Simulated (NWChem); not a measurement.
System: CH₅AlOS; SMILES C[S][AlH][OH]

The following NWChem deck was run.

```
start job
memory heap 200 mb stack 900 mb global 1100 mb
geometry units angstroms noautosym nocenter noautoz
  Al    -0.565001     1.006322     0.002830
  H     -1.901359     1.849955     0.003584
  O      0.991086     1.705394     0.002929
  H      1.204263     2.639153    -0.005397
  S     -0.608398    -1.163226     0.003275
  C      1.178485    -1.570546     0.001128
  H      1.800297    -0.665616     0.002419
  H      1.400919    -2.165561    -0.894745
  H      1.402017    -2.168982     0.894442
end
basis spherical
  Al library pcsseg-1
  H library pcsseg-1
  O library pcsseg-1
  S library pcsseg-1
  C library pcsseg-1
end
dft
  xc pbe0
  iterations 150
end
property
  shielding 8 1 2 3 4 5 6 7 8
end
task dft property
```

Coordinates come from a PBE0/def2-SVP optimisation.

GIAO values for the isolated, static molecule; σ is the absolute isotropic shielding, δ = σ(reference) − σ with the isolated reference molecule computed at the same levels (13C: tetramethylsilane, 1H: tetramethylsilane, 17O: water).

Atoms are numbered as in the input.

**Question.** What results follow from this input? (PBE0/pcSseg-1, GIAO.) Quantities: σ Al1 (ppm); δ H2 (ppm); δ O3 (ppm); δ H4 (ppm); σ S5 (ppm); δ C6 (ppm); δ H7 (rotor mean) (ppm).

**Answer.** 
| Quantity | Result |
|---|---|
| σ Al1 (ppm) | 383.7 |
| δ H2 (ppm) | 4.71 |
| δ O3 (ppm) | 55.0 |
| δ H4 (ppm) | 2.38 |
| σ S5 (ppm) | 665.5 |
| δ C6 (ppm) | 10.0 |
| δ H7 (rotor mean) (ppm) | 2.30 |
